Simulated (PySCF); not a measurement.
Co(CO)4 (C₄CoO₄), SMILES [O+]#[C-]->[Co+](<-[C-]#[O+])(<-[C-]#[O+])<-[C-]#[O+], charge +1, multiplicity 1. Geometry optimised at B3LYP-D3(BJ)/def2-SVP. The spin state was assumed, not searched. The isomer is the one that the SMILES or the coordinates give; other isomers of the formula were not compared.

**Question.** Give the equilibrium geometry at B3LYP-D3(BJ)/def2-SVP (PySCF confirms it by a frequency run) as bond lengths and angles, and its point group. (The exact figures need the calculation; the answer reports its results.)

**Answer.** point group D2d.
Atoms: Co1 O2 C3 O4 C5 O6 C7 O8 C9. Bonded distances (Å): Co1–C3 1.851, Co1–C5 1.851, Co1–C7 1.851, Co1–C9 1.851, O2–C3 1.127, O4–C5 1.127, O6–C7 1.127, O8–C9 1.127. Angles (°): C3–Co1–C5 179.1, C3–Co1–C7 90.0, C3–Co1–C9 90.0, C5–Co1–C7 90.0, C5–Co1–C9 90.0, C7–Co1–C9 179.1, Co1–C3–O2 179.8, Co1–C5–O4 179.8, Co1–C7–O6 179.8, Co1–C9–O8 179.8.
Charge +1, spin multiplicity 1.
